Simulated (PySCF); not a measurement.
Precursor series Ti F-NH2. Gas-phase values, no solvent. One relaxed conformer stands for each flexible species; it need not be the lowest.

Method: B3LYP-D3(BJ)/def2-TZVP // r2SCAN-D4/def2-SVP in PySCF. All candidates: neutral, multiplicity 1. B3LYP has the VWN-RPA correlation part, as in Gaussian. 

```json
{
 "HOMO–LUMO gap": "5.63 eV",
 "HOMO": "-6.56 eV",
 "LUMO": "-0.92 eV"
}
```

**Question.** Name which member has these values.
(A) [Ti(F)(NH2)3]
(B) [Ti(NH2)4]
(C) [Ti(F)2(NH2)2]
(D) [Ti(F)3(NH2)]

**Answer.** B, [Ti(NH2)4]. The others give [Ti(F)3(NH2)]: 5.55 eV, -8.32 eV, -2.77 eV; [Ti(F)2(NH2)2]: 5.60 eV, -7.52 eV, -1.91 eV; [Ti(F)(NH2)3]: 5.71 eV, -6.98 eV, -1.27 eV
